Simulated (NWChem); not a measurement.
System: Cs, doublet

Parts of the log:

```
             Northwest Computational Chemistry Package (NWChem) 7.3.0
             --------------------------------------------------------

                             Geometry "geometry" -> ""
                             -------------------------

 Output coordinates in angstroms (scale by  1.889725989 to convert to a.u.)

  No.       Tag          Charge          X              Y              Z
 ---- ---------------- ---------- -------------- -------------- --------------
    1 Cs                  55.0000     0.00000000     0.00000000     0.00000000

 Effective nuclear repulsion energy (a.u.)       0.0000000000

                                 NWChem DFT Module
                                 -----------------

 Summary of "ao basis" -> "ao basis" (spherical)
 ------------------------------------------------------------------------------
       Tag                 Description            Shells   Functions and Types
 ---------------- ------------------------------  ------  ---------------------
 Cs                        def2-tzvp                11       29   5s3p3d

            General Information
            -------------------
          SCF calculation type: DFT
          Wavefunction type:  spin polarized.
          No. of atoms     :     1
          No. of electrons :     9
           Alpha electrons :     5
            Beta electrons :     4
          Charge           :     0
          Spin multiplicity:     2
          Use of symmetry is: off; symmetry adaption is: off
          Maximum number of iterations: 150
          AO basis - number of functions:    29
                     number of shells:    11
          Convergence on energy requested:  1.00D-06
          Convergence on density requested:  1.00D-05
          Convergence on gradient requested:  5.00D-04

              XC Information
              --------------
                          M06 Method XC Functional
                     Hartree-Fock (Exact) Exchange  0.270
                           M06 Exchange Functional  1.000
                         M06 Correlation Potential  1.000

             Grid Information
             ----------------
          Grid used for XC integration:  medium
          Radial quadrature: Mura-Knowles
          Angular quadrature: Lebedev.
          Tag              B.-S. Rad. Rad. Pts. Rad. Cut. Ang. Pts.
          ---              ---------- --------- --------- ---------
          Cs                  2.60      123          14.0       590
          Grid pruning is: on
          Number of quadrature shells:   123
          Spatial weights used:  Erf1

      Superposition of Atomic Density Guess
      -------------------------------------

 Sum of atomic energies:         -22.60767280

      Non-variational initial energy
      ------------------------------

 Total energy =     -19.817845
 1-e energy   =     -32.874635
 2-e energy   =      13.056790
 HOMO         =      -0.055568
 LUMO         =       0.027301

     ---------------------------------------------
      Total Density - Mulliken Population Analysis
     ---------------------------------------------

    Atom       Charge   Shell Charges
 -----------   ------   -------------------------------------------------------
    1 Cs   9     9.00  -0.32  1.55  0.75  0.47  0.55  5.39  0.61  0.00  0.00 -0.00  0.00

     --------------------------------------------
      Spin Density - Mulliken Population Analysis
     --------------------------------------------

    Atom       Charge   Shell Charges
 -----------   ------   -------------------------------------------------------
    1 Cs   9     1.00  -0.01  0.02 -0.03  0.46  0.55  0.00  0.00  0.00  0.00 -0.00  0.00

   convergence    iter        energy       DeltaE   RMS-Dens  Diis-err
 ---------------- ----- ----------------- --------- --------- ---------
 d= 0,ls=0.0,diis     1    -20.0988714033 -2.01D+01  4.11D-02  3.66D-03
                                                     5.72D-03  3.16D-03
 d= 0,ls=0.0,diis     2    -20.1094905482 -1.06D-02  4.12D-03  2.97D-04
                                                     7.81D-03  3.32D-03
 d= 0,ls=0.0,diis     3    -20.0758505691  3.36D-02  8.88D-03  1.04D-03
                                                     2.64D-03  2.07D-02
 d= 0,ls=0.0,diis     4    -20.0856403705 -9.79D-03  2.66D-04  1.71D-04
                                                     8.18D-04  1.06D-02
 d= 0,ls=0.0,diis     5    -20.0839576811  1.68D-03  1.74D-03  2.27D-04
                                                     6.21D-03  1.27D-02
  Resetting Diis
 d= 0,ls=0.0,diis     6    -20.0962338023 -1.23D-02  1.26D-02  2.22D-05
                                                     9.78D-04  1.48D-03
 d= 0,ls=0.0,diis     7    -20.0971485297 -9.15D-04  9.61D-03  1.70D-05
                                                     3.03D-03  1.15D-03
 d= 0,ls=0.0,diis     8    -20.0992264165 -2.08D-03  3.95D-03  2.63D-05
                                                     3.95D-04  2.21D-05
 d= 0,ls=0.0,diis     9    -20.0992702820 -4.39D-05  1.50D-03  7.47D-07
                                                     6.80D-05  7.34D-07
 d= 0,ls=0.0,diis    10    -20.0992735710 -3.29D-06  2.88D-04  4.37D-08
                                                     1.29D-05  4.93D-08
 d= 0,ls=0.0,diis    11    -20.0992737122 -1.41D-07  5.05D-05  1.64D-09
                                                     1.21D-06  5.87D-11
 d= 0,ls=0.0,diis    12    -20.0992737173 -5.12D-09  1.84D-06  2.23D-12
                                                     1.70D-07  3.42D-12

         Total DFT energy =      -20.099273717297
      One electron energy =      -33.010255727694
           Coulomb energy =       16.000443278202
    Exchange-Corr. energy =       -3.089461267806
 Nuclear repulsion energy =        0.000000000000

 Numeric. integr. density =        9.000000001517

[...]
```

Level: M06/def2-TZVP with def2 effective core potentials on Cs, spin-unrestricted. No stability test was run on the SCF state. def2 effective core potentials on Cs; no spin-orbit coupling.

Write an input that gives this output.

This is not unique; one that fits is the input that was run:
```
start job
memory heap 200 mb stack 900 mb global 1100 mb
geometry units angstroms noautoz
  Cs     0.000000     0.000000     0.000000
end
basis spherical
  Cs library def2-tzvp
end
ecp
  Cs library def2-ecp
end
dft
  odft
  mult 2
  xc m06
  iterations 150
  mulliken
end
task dft energy
```
